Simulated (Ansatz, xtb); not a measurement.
# Relative energy of two isomers of C4H2ClFO

Structure a is `Fc1coc(Cl)c1`, a singlet and structure b is `Fc1occc1Cl`, a singlet. Both are isolated molecules in the gas phase, relaxed with PBE-D3(BJ)/def2-SVP.

Quicker runs give these differences E(b) − E(a): GFN2-xTB +0.015 eV; HF/STO-3G −0.154 eV (at GFN2-xTB geometries); r2SCAN-D4/def2-SVP −0.053 eV (at GFN2-xTB geometries).

Problem. Which of the two would you expect CCSD(T)/def2-SVP + ΔMP2/def2-TZVPP electronic energies to favour?

Solution. Structure b; the calculation gives E(b) − E(a) = −0.064 eV.

The same difference at several levels:

| level | geometry | E(b) − E(a) (eV) | departure from the last row (eV) | job, with rough time for the two |
| --- | --- | --- | --- | --- |
| GFN2-xTB | GFN2-xTB | +0.015 | +0.079 | optimisation, 0.3 s |
| HF/STO-3G | GFN2-xTB | −0.154 | −0.090 | single point, 1.3 s |
| r2SCAN-D4/def2-SVP | GFN2-xTB | −0.053 | +0.011 | single point, 7.5 s |
| PBE-D3(BJ)/def2-SVP | PBE-D3(BJ)/def2-SVP | −0.053 | +0.011 | optimisation, 38 s |
| HF/def2-SVP | PBE-D3(BJ)/def2-SVP | −0.112 | −0.048 | part of the CCSD(T) run |
| MP2/def2-SVP | PBE-D3(BJ)/def2-SVP | −0.082 | −0.018 | part of the CCSD(T) run |
| CCSD(T)/def2-SVP | PBE-D3(BJ)/def2-SVP | −0.090 | −0.026 | single point |
| CCSD(T)/def2-SVP + ΔMP2/def2-TZVPP | PBE-D3(BJ)/def2-SVP | −0.064 |  | single point, 93 s |

As drawn, both hold the same kinds of bond in the same numbers.

GFN2-xTB finds them nearly level. The largest departure from CCSD(T)/def2-SVP + ΔMP2/def2-TZVPP is that of HF/STO-3G, 0.090 eV. The last row adds to CCSD(T) the change of the MP2 difference between the two basis sets, here +0.026 eV.

With thermal terms from frequencies at re-optimised GFN2-xTB minima (ideal gas, soft modes damped towards free rotors, one conformer each, 298.15 K, 1 atm): on the last row, ΔE + ΔZPE = −0.059, ΔH = −0.059, ΔG = −0.061 eV.

The correlated steps freeze 11 core orbitals. Codes used: Ansatz 0.2.0, xtb 6.7.1; the last row on 2 threads of Intel(R) Xeon(R) Processor @ 2.50GHz (Skylake/Cascade Lake) on a shared host.
